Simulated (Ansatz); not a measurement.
Basis-set series for CHBO$_{2}$. The species carries charge 0 and has multiplicity 1. The bonds changed during the relaxation, so this is another structure than the one it started from. The geometry is a stationary point of PBE0-D4/def2-TZVP.

Cartesian coordinates in Å:
```
O 2.5466 -0.4688 -0.5995
C 1.6493 0.2051 -0.6257
B -1.3945 0.0966 0.4030
O -1.1457 -0.9945 0.8333
H -1.6557 1.1616 -0.0111
```

```json
{"functional": "PBE0-D4", "basis": "def2-TZVPP", "functions": "138", "energy (Eh)": "-213.86298", "HOMO (eV)": "-10.21", "LUMO (eV)": "-0.81"}
{"functional": "PBE0-D4", "basis": "def2-QZVPP", "functions": "258", "energy (Eh)": "-213.87504", "HOMO (eV)": "-10.22", "LUMO (eV)": "-0.87"}
{"functional": "ωB97M-V", "basis": "def2-TZVPP", "functions": "138", "energy (Eh)": "-214.05957", "HOMO (eV)": "-12.65", "LUMO (eV)": "1.37"}
{"functional": "ωB97M-V", "basis": "def2-QZVPP", "functions": "258", "energy (Eh)": "-214.07089", "HOMO (eV)": "-12.67", "LUMO (eV)": "1.10"}
```

Q: Give the rows for def2-SVP. (Best estimate.)

A: Ansatz gave: 
```json
{"functional": "PBE0-D4", "basis": "def2-SVP", "functions": "61", "energy (Eh)": "-213.61126", "HOMO (eV)": "-10.10", "LUMO (eV)": "-0.62"}
{"functional": "ωB97M-V", "basis": "def2-SVP", "functions": "61", "energy (Eh)": "-213.80059", "HOMO (eV)": "-12.52", "LUMO (eV)": "1.83"}
```

Positive LUMOs are unbound and depend on the basis.
